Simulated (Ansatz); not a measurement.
Mulliken charges of CH5N3Zn (`NC1[NH][Zn][NH]1`) from PBE/def2-TZVPP in Ansatz (PBE0-D4/def2-TZVP geometry).

```csv
atom,x (Å),y (Å),z (Å),charge (e)
N1,-0.205,0.830,1.077,-0.298
C2,0.373,0.007,0.038,0.276
N3,-0.190,-1.367,0.008,-0.370
Zn4,-0.909,-0.851,-1.697,0.203
N5,0.195,0.621,-1.278,-0.392
H6,-1.195,0.950,0.880,0.119
H7,-0.145,0.334,1.960,0.127
H8,1.452,-0.083,0.255,0.069
H9,0.547,-2.065,-0.014,0.131
H10,0.078,1.624,-1.229,0.136
```

Task: By hand: the dipole of these point charges (1 e Å = 4.8032 D).

Result: Σ q r = (-0.005, -0.056, 0.045) e Å, of length 0.072 e Å = 0.35 D.

Task: How does the dipole of the full density compare? (An estimate is asked.)

Result: The calculation gave: (-0.268, -0.243, -0.328) e Å, 2.35 D; the point charges give 0.15 times that, at 90° from its direction.

Point charges leave out the atoms' own dipoles, such as those of lone pairs, and Mulliken's split depends on the basis, so the two needn't agree.
